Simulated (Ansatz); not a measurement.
Total energies of C2H3F2NSi, SMILES `C[Si](F)(F)C#N`.

Cartesian coordinates in Å:
```
C -0.870 0.775 -0.483
Si 0.646 0.079 0.263
F 1.920 0.341 -0.632
F 0.931 0.682 1.695
C 0.531 -1.750 0.482
N 0.401 -2.888 0.594
H -1.048 0.335 -1.467
H -1.736 0.569 0.149
H -0.775 1.857 -0.600
```

Charge 0, multiplicity 1. The geometry is a stationary point of PBE0-D4/def2-TZVP. Basis def2-TZVPP, Ansatz.

RPA on PBE orbitals: Hartree–Fock energy of these orbitals -619.99612 Eh, correlation -1.72388 Eh (frozen core).

| functional | energy without D4 (Eh) | D4 term (kJ/mol) |
| --- | --- | --- |
| revPBE | -622.07520 | -56.7 |
| BLYP | -622.19293 | -41.3 |
| r2SCAN | -622.06852 | -4.6 |
| B3LYP | -622.27388 | -30.2 |
| r2SCANh | -622.04824 | -4.9 |
| r2SCAN0 | -622.01914 | -5.4 |
| BHLYP | -622.10527 | -22.9 |
| CAM-B3LYP | -622.15142 | -16.0 |
| ωB97X-V | -622.09717 | – |
| B2PLYP | -621.92787 | – |

Problem. Give the same for LDA (SPW92), PBE, B97M-V, PBE0, HSE06 (plane-wave form), LC-ωPBE, ωB97M-V, PBE-QIDH. (Best estimate.)

Solution. Computed: 
| functional | energy without D4 (Eh) | D4 term (kJ/mol) |
| --- | --- | --- |
| LDA (SPW92) | -618.65628 | – |
| PBE | -621.74171 | -18.7 |
| B97M-V | -622.10124 | – |
| PBE0 | -621.77593 | -15.8 |
| HSE06 (plane-wave form) | -621.75440 | -14.7 |
| LC-ωPBE | -621.95422 | – |
| ωB97M-V | -622.14398 | – |
| PBE-QIDH | -621.65483 | – |

B3LYP takes the VWN-RPA correlation (the form of Gaussian; ORCA's B3LYP/G). HSE06 is the plane-wave form, built on full-range PBE exchange. The double hybrids freeze the cores in their second-order part.

LC-ωPBE has ω = 0.4 bohr⁻¹.
